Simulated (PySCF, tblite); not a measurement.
Isomers of C2H11NOSi4, one GFN2-xTB conformer each. Single-point energies are computed at PBE0/pcSseg-1 (PySCF, gas phase, no added dispersion term), electronic only.

```
                          SMILES  GFN2-xTB relative energy (kJ/mol)
 N#CC[Si@H]([SiH3])[SiH2]O[SiH3]                                0.0
CC(=O)N[SiH]1[SiH2][SiH2][SiH2]1                              190.4
```

Conformers: `[N:1]#[C:2][CH2:3][Si@H:4]([SiH3:5])[SiH2:6][O:7][SiH3:8]` with C2–C3–Si4–Si5 65°, C3–Si4–Si6–O7 171°, Si4–Si6–O7–Si8 167°; `[CH3:1][C:2](=[O:3])[NH:4][SiH:5]1[SiH2:6][SiH2:7][SiH2:8]1` with C1–C2–N4–Si5 180°, C2–N4–Si5–Si6 48°.

**Question.** What does PBE0/pcSseg-1 give for the same structures?

**Answer.** 
| SMILES | PBE0/pcSseg-1 E (Eh) | PBE0/pcSseg-1 (kJ/mol) | GFN2-xTB (kJ/mol) | point group |
| --- | --- | --- | --- | --- |
| CC(=O)N[SiH]1[SiH2][SiH2][SiH2]1 | -1370.02974 | 0.0 | 190.4 | near Cs |
| N#CC[Si@H]([SiH3])[SiH2]O[SiH3] | -1370.02175 | 21.0 | 0.0 | C1 |

GFN2-xTB puts N#CC[Si@H]([SiH3])[SiH2]O[SiH3] lowest instead. As drawn, the lower has a four-membered ring, a C=O bond and an N–H bond, which the higher lacks; the higher has a C≡N group, an Si–O bond and an Si–C bond, which the lower lacks.

**Question.** Which frontier levels, dipoles and rotational constants go with these structures?

**Answer.** 
```tsv
SMILES	HOMO (eV, PBE0/pcSseg-1)	LUMO (eV)	dipole (D)	A, B, C (MHz)
CC(=O)N[SiH]1[SiH2][SiH2][SiH2]1	-7.00	-1.04	4.09	1442, 766.1, 741.9
N#CC[Si@H]([SiH3])[SiH2]O[SiH3]	-8.17	-1.23	3.80	1413, 516.2, 435.3
```

**Question.** What happens when harmonic zero-point energies from GFN2-xTB frequencies are added?

**Answer.** 
| SMILES | ZPE (kJ/mol) | electronic (kJ/mol) | with ZPE (kJ/mol) |
| --- | --- | --- | --- |
| CC(=O)N[SiH]1[SiH2][SiH2][SiH2]1 | 312.1 | 0.0 | 0.0 |
| N#CC[Si@H]([SiH3])[SiH2]O[SiH3] | 294.0 | 21.0 | 2.8 |

The zero-point energies span 18.1 kJ/mol. The order is unchanged.

**Question.** As an exercise, what shares would exp(−E/RT) give at 500 K from these electronic energies alone (no entropy, no degeneracies)?

**Answer.** RT = 4.157 kJ/mol: CC(=O)N[SiH]1[SiH2][SiH2][SiH2]1 99.4 %, N#CC[Si@H]([SiH3])[SiH2]O[SiH3] 0.6 %.
